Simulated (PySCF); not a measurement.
CH₆AlNO₂. Atoms are numbered in the order given.

```xyz
11

Al     0.0762     0.2635     0.4195
O      1.3570    -0.6374     1.0823
H      1.8159    -0.4735     1.9052
O     -0.5731    -0.2351    -1.0608
C     -0.3503    -1.2515    -1.9768
H     -0.0804    -0.8380    -2.9661
H      0.4618    -1.9387    -1.6733
H     -1.2623    -1.8602    -2.1187
N     -0.6237     1.6925     1.1795
H     -0.3423     2.1062     2.0590
H     -1.3869     2.2202     0.7727
```
Charge 0, spin multiplicity 1.

The structure is a stationary point at PBE0-D3(BJ)/def2-SVP. The structure was generated by enumeration; whether it is a known compound was not checked. Other conformers were not sampled.

Method: PBE/pcSseg-1 (PySCF).

GIAO shieldings, no solvent; atoms listed in one row are averaged. δ = σ(ref) − σ: ¹⁷O against H2O (σ = 334.3 ppm); ¹H against TMS (σ = 31.49 ppm); ¹³C against TMS (σ = 182.0 ppm); ¹⁵N against NH3 (σ = 267.0 ppm), references at their B3LYP-D3(BJ)/def2-TZVP geometries, non-relativistic.

Computed chemical shifts:
```tsv
nucleus	atoms	count	δ (ppm)
¹⁷O	O2	1	7.6
¹⁷O	O4	1	4.2
¹H	H6, H7, H8	3	4.33
¹H	H3	1	1.04
¹H	H11	1	0.07
¹H	H10	1	-0.23
¹³C	C5	1	57.7
¹⁵N	N9	1	1.3
```
